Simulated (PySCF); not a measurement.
Predicted microwave data (CAM-B3LYP/def2-SVPD in PySCF (dipole) on a GFN2-xTB geometry, gas phase) for one isomer of C5H3FO2:

- Rotational constants: A = 7532, B = 1229, C = 1057 MHz
- Dipole components: |μa| = 1.40 D, |μb| = 1.20 D, |μc| = 0.00 D
- Inertial defect: 0.00 u·Å²
- κ: -0.95

Task: Which structure is it? (One computed conformer of each.)
A. `[O:1]=[C:2]([F:3])[c:4]1[cH:5][cH:6][cH:7][o:8]1` with O1–C2–C4–C5 180°
B. `[O:1]=[C:2]1[CH:3]=[CH:4][C:5](=[O:6])[CH:7]1[F:8]` with O1–C2–C3–C4 -168°, C3–C4–C5–O6 169°, C4–C5–C7–F8 139°, O1–C2–C7–C5 163°
C. `[CH:1]#[C:2]/[CH:3]=[C:4](\[F:5])[C:6](=[O:7])[OH:8]` with C3–C4–C6–O7 180°, C4–C6–O8–H 180°
D. `[O:1]=[CH:2][c:3]1[cH:4][o:5][c:6]([F:7])[cH:8]1` with O1–C2–C3–C4 0°

Result: D. It is O=Cc1coc(F)c1, a near-prolate asymmetric top, point group Cs. The candidates at the same level (rigid rotor, commonest isotopes):

| SMILES | A (MHz) | B (MHz) | C (MHz) | μa (D) | μb (D) | μc (D) | Δ (u·Å²) | point group | rotor |
| --- | --- | --- | --- | --- | --- | --- | --- | --- | --- |
| O=C(F)c1ccco1 | 5196 | 1619 | 1235 | 4.51 | 1.60 | 0.00 | 0.00 | Cs | asymmetric top |
| O=C1C=CC(=O)C1F | 3313 | 2195 | 1362 | 0.00 | 4.02 | 1.40 | -11.74 | Cs | asymmetric top |
| C#C/C=C(\F)C(=O)O | 5103 | 1228 | 989.8 | 1.11 | 2.94 | 0.00 | 0.00 | Cs | asymmetric top |
| O=Cc1coc(F)c1 | 7532 | 1229 | 1057 | 1.40 | 1.20 | 0.00 | 0.00 | Cs | near-prolate asymmetric top |

`C#C/C=C(\F)C(=O)O` has A 32 % too low; `O=C1C=CC(=O)C1F` has B 79 % too high; `O=C(F)c1ccco1` has B 32 % too high. In the right answer the mirror of this Cs structure is the ab plane, so μc vanishes by symmetry. No structure here is proved a minimum.
